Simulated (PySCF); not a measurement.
**Assignment exercise: C₆H₇F₃Si**

Atom-mapped SMILES (the numbers label the heavy atoms): `[F:1][C:2]([F:3])([F:4])[C:5]#[C:6][CH:7]1[CH2:8][SiH2:9][CH2:10]1`; H(Xn) means a hydrogen on atom n. Ha(C8), Ha(Si9), Ha(C10) are cis to C6 on the ring; Hb(C8), Hb(Si9), Hb(C10) are trans to C6 on the ring.

All values are calculated (PySCF 2.14): PBE/pcSseg-1 with gauge-including orbitals, coordinates at the PBE0-D3(BJ)/def2-SVP level. In vacuum, relativity neglected, equivalent nuclei averaged, one conformer.

Referencing at the same level of theory: 13C (180.03 ppm) and 1H (31.20 ppm) against TMS.

(1) Assign these signals to the numbered atoms. 13C{1H} NMR (computed): δ 124.6, 96.5, 74.2, 28.8, 20.6.

(2) Assign these signals to the numbered atoms. 1H NMR (600 MHz, computed): δ 4.82 (m, 1H), 4.77 (m, 1H), 3.26 (m, 1H), 1.59 (m, 2H), 1.55 (m, 2H).

Answers

(1) 
124.6 → C2, CF3 carbon: 3 electronegative neighbours deshield it
96.5 → C6, alkyne carbon: sp carbons lie upfield of alkene carbons because the cylindrical π system leaves one tensor component strongly shielded
74.2 → C5, alkyne carbon
28.8 → C7, propargylic sp3 CH: saturated and bonded to C and H only
20.6 → C8/C10, sp3 CH2 bonded to Si

(2) 
| δ (ppm) | atoms | environment | reason |
| --- | --- | --- | --- |
| 4.82 | Ha(Si9) | hydrogen on a silicon bonded to 2 C, in a 4-membered ring | – |
| 4.77 | Hb(Si9) | hydrogen on a silicon bonded to 2 C, in a 4-membered ring | – |
| 3.26 | H(C7) | hydrogen on a propargylic sp3 CH | – |
| 1.59 | Ha(C8)/Ha(C10) | hydrogen on an sp3 CH2 bonded to Si | – |
| 1.55 | Hb(C8)/Hb(C10) | hydrogen on an sp3 CH2 bonded to Si | – |

Ha(Si9) and Hb(Si9); Ha(C8)/Ha(C10) and Hb(C8)/Hb(C10) lie closer than the usual error of such a calculation, so a measured spectrum could show them in the other order.

Splittings by 19F in the carbon and heteronuclear signals aren't shown, as no couplings were computed. Shifts are as computed. Against solution values, carbons near 30 ppm lie about +2 ppm off and those near 130 ppm about +2 ppm. Of 1211 compounds with measured shifts, 218 miss one by over three times the rms of a fit or turn the order of signals round; such compounds aren't used in these exercises. No couplings were computed; multiplicities are counted from neighbouring protons, with m where these are inequivalent, close in shift, in a saturated or five-membered ring or joined by F or P, and br s for small geminal =CH2 splittings.
